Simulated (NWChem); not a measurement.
System: BH2O2Cl; SMILES OB(Cl)O

Parts of the log:

```
             Northwest Computational Chemistry Package (NWChem) 7.3.0
             --------------------------------------------------------

 CS  symmetry detected

                             Geometry "geometry" -> ""
                             -------------------------

 Output coordinates in angstroms (scale by  1.889725989 to convert to a.u.)

  No.       Tag          Charge          X              Y              Z
 ---- ---------------- ---------- -------------- -------------- --------------
    1 B                    5.0000    -0.01379667     0.44688995     0.00000000
    2 Cl                  17.0000    -0.02531999    -1.32931027     0.00000000
    3 O                    8.0000    -1.19813764     1.08758951     0.00000000
    4 H                    1.0000    -1.08256007     2.04465224     0.00000000
    5 O                    8.0000     1.15474687     1.13213666     0.00000000
    6 H                    1.0000     1.92910940     0.56136315     0.00000000

 Effective nuclear repulsion energy (a.u.)     144.8394204481

      Symmetry information
      --------------------

 Group name             Cs
 Group number              2
 Group order               2
 No. of unique centers     6

  pbe96 is a nonlocal functional; adding pw91lda local functional.

                                 NWChem DFT Module
                                 -----------------

 Summary of "ao basis" -> "ao basis" (spherical)
 ------------------------------------------------------------------------------
       Tag                 Description            Shells   Functions and Types
 ---------------- ------------------------------  ------  ---------------------
 B                          def2-svp                 6       14   3s2p1d
 Cl                         def2-svp                 8       18   4s3p1d
 O                          def2-svp                 6       14   3s2p1d
 H                          def2-svp                 3        5   2s1p

      Symmetry analysis of basis
      --------------------------

        a'         51
        a"         19

            General Information
            -------------------
          SCF calculation type: DFT
          Wavefunction type:  closed shell.
          No. of atoms     :     6
          No. of electrons :    40
           Alpha electrons :    20
            Beta electrons :    20
          Charge           :     0
          Spin multiplicity:     1
          Use of symmetry is: on ; symmetry adaption is: on
          Maximum number of iterations: 150
          AO basis - number of functions:    70
                     number of shells:    32
          Convergence on energy requested:  1.00D-06
          Convergence on density requested:  1.00D-05
          Convergence on gradient requested:  5.00D-04

              XC Information
              --------------
          PerdewBurkeErnzerhof Exchange Functional  1.000
            Perdew 1991 LDA Correlation Functional  1.000 local
           PerdewBurkeErnz. Correlation Functional  1.000 non-local

             Grid Information
             ----------------
          Grid used for XC integration:  medium
          Radial quadrature: Mura-Knowles
          Angular quadrature: Lebedev.
          Tag              B.-S. Rad. Rad. Pts. Rad. Cut. Ang. Pts.
          ---              ---------- --------- --------- ---------
          B                   0.85       49           7.0       434
          Cl                  1.00       88          10.0       590
          O                   0.60       49           9.0       434
          H                   0.35       45          10.0       434
          Grid pruning is: on
          Number of quadrature shells:   325
          Spatial weights used:  Erf1

      Superposition of Atomic Density Guess
      -------------------------------------

 Sum of atomic energies:        -634.20837962

      Non-variational initial energy
      ------------------------------

 Total energy =    -635.600660
 1-e energy   =   -1161.856819
 2-e energy   =     381.416738
 HOMO         =      -0.436248
 LUMO         =       0.080786

      Symmetry analysis of molecular orbitals - initial
      -------------------------------------------------

  Numbering of irreducible representations:

     1 a'          2 a"

  Orbital symmetries:

     1 a'          2 a'          3 a'          4 a'          5 a'
     6 a'          7 a"          8 a'          9 a'         10 a'
    11 a'         12 a'         13 a'         14 a'         15 a"
    16 a'         17 a'         18 a"         19 a"         20 a'
    21 a'         22 a"         23 a'         24 a'         25 a'
    26 a'         27 a'         28 a"         29 a'         30 a'

   convergence    iter        energy       DeltaE   RMS-Dens  Diis-err
 ---------------- ----- ----------------- --------- --------- ---------
 d= 0,ls=0.0,diis     1   -636.0884558972 -7.81D+02  1.95D-02  9.25D-01
 d= 0,ls=0.0,diis     2   -635.9719426645  1.17D-01  1.18D-02  2.23D+00
 d= 0,ls=0.0,diis     3   -636.1868902644 -2.15D-01  2.16D-03  4.87D-02
 d= 0,ls=0.0,diis     4   -636.1905031745 -3.61D-03  1.16D-03  8.70D-03
 d= 0,ls=0.0,diis     5   -636.1915126637 -1.01D-03  2.69D-04  8.45D-04
  Resetting Diis
 d= 0,ls=0.0,diis     6   -636.1915987689 -8.61D-05  8.53D-05  9.88D-05
 d= 0,ls=0.0,diis     7   -636.1916089734 -1.02D-05  3.00D-05  2.19D-06
 d= 0,ls=0.0,diis     8   -636.1916084789  4.94D-07  2.06D-05  7.32D-06
 d= 0,ls=0.0,diis     9   -636.1916091720 -6.93D-07  3.36D-06  1.47D-07

         Total DFT energy =     -636.191609171950
      One electron energy =    -1165.020406276555
           Coulomb energy =      433.922306233578
    Exchange-Corr. energy =      -49.932929577091
 Nuclear repulsion energy =      144.839420448117

 Numeric. integr. density =       40.000003376051

                  Occupations of the irreducible representations
                  ----------------------------------------------

                     irrep           alpha         beta
                     --------     --------     --------
                     a'               16.0         16.0
                     a"                4.0          4.0

                       DFT Final Molecular Orbital Analysis
                       ------------------------------------

 Vector   18  Occ=2.000000D+00  E=-2.857605D-01  Symmetry=a"
              MO Center=  2.7D-02,  1.1D+00,  6.1D-16, r^2= 2.0D+00
   Bfn.  Coefficient  Atom+Function         Bfn.  Coefficient  Atom+Function
  ----- ------------  ---------------      ----- ------------  ---------------
    57     -0.466480  5 O  pz                38      0.448174  3 O  pz
    60     -0.344322  5 O  pz                41      0.326356  3 O  pz
    27      0.064124  2 Cl pz                24      0.048670  2 Cl pz
    13      0.047614  1 B  d  1              21      0.028368  2 Cl pz

 Vector   19  Occ=2.000000D+00  E=-2.737770D-01  Symmetry=a"
              MO Center= -1.1D-01, -9.1D-01, -7.7D-16, r^2= 2.0D+00
   Bfn.  Coefficient  Atom+Function         Bfn.  Coefficient  Atom+Function
  ----- ------------  ---------------      ----- ------------  ---------------
    27      0.597487  2 Cl pz                24      0.442383  2 Cl pz
    21      0.258237  2 Cl pz                38     -0.228596  3 O  pz
    41     -0.168588  3 O  pz                57     -0.135485  5 O  pz
    60     -0.101779  5 O  pz                11     -0.035818  1 B  d -1

 Vector   20  Occ=2.000000D+00  E=-2.677785D-01  Symmetry=a'
              MO Center=  6.8D-02, -1.0D+00, -3.1D-16, r^2= 1.9D+00
   Bfn.  Coefficient  Atom+Function         Bfn.  Coefficient  Atom+Function
  ----- ------------  ---------------      ----- ------------  ---------------
    25      0.604409  2 Cl px                22      0.458222  2 Cl px
    19      0.266143  2 Cl px                56      0.210409  5 O  py
    59      0.136674  5 O  py                35      0.073306  3 O  s
    37     -0.070942  3 O  py                 7      0.061725  1 B  px
    47     -0.055453  4 H  s                 66     -0.050881  6 H  s

 Vector   21  Occ=0.000000D+00  E= 1.708294D-02  Symmetry=a'
              MO Center=  4.1D-01,  1.1D+00, -1.3D-15, r^2= 5.1D+00
   Bfn.  Coefficient  Atom+Function         Bfn.  Coefficient  Atom+Function
  ----- ------------  ---------------      ----- ------------  ---------------
    48      0.732629  4 H  s                 67      0.735095  6 H  s
     3      0.620257  1 B  s                 54     -0.620937  5 O  s
    35     -0.600808  3 O  s                 18     -0.225768  2 Cl s
    26     -0.226142  2 Cl py                40     -0.188346  3 O  py
    53     -0.174542  5 O  s                 34     -0.156749  3 O  s

 Vector   22  Occ=0.000000D+00  E= 1.800344D-02  Symmetry=a"
              MO Center= -1.6D-02,  3.8D-01,  4.3D-15, r^2= 2.2D+00
   Bfn.  Coefficient  Atom+Function         Bfn.  Coefficient  Atom+Function
  ----- ------------  ---------------      ----- ------------  ---------------
     6      0.659050  1 B  pz                 9     -0.567026  1 B  pz
    27      0.306636  2 Cl pz                41      0.294701  3 O  pz
    60      0.289169  5 O  pz                38      0.287620  3 O  pz
    57      0.284290  5 O  pz                24      0.164910  2 Cl pz
    29     -0.092631  2 Cl d -1              21      0.092159  2 Cl pz

[...]
```

Level: PBE/def2-SVP, vertical spin-unrestricted ions. All runs use the structure optimised with PBE0/def2-SVP.

### Question
Write an input that gives this output.

### Answer
This is not unique; one that fits is the input that was run:
```
start job
memory heap 200 mb stack 900 mb global 1100 mb
geometry units angstroms noautoz
  B     -0.018498     0.445147     0.000000
  Cl     0.022387    -1.330620     0.000000
  O     -1.221226     1.050626     0.000000
  H     -1.133935     2.010682     0.000000
  O      1.129320     1.164571     0.000000
  H      1.920185     0.616892     0.000000
end
basis spherical
  * library def2-svp
end
dft
  xc xpbe96 cpbe96
  iterations 150
  vectors input atomic output neutral.movecs
end
task dft energy
charge 1
dft
  odft
  mult 2
  vectors input atomic output cation.movecs
end
task dft energy
```
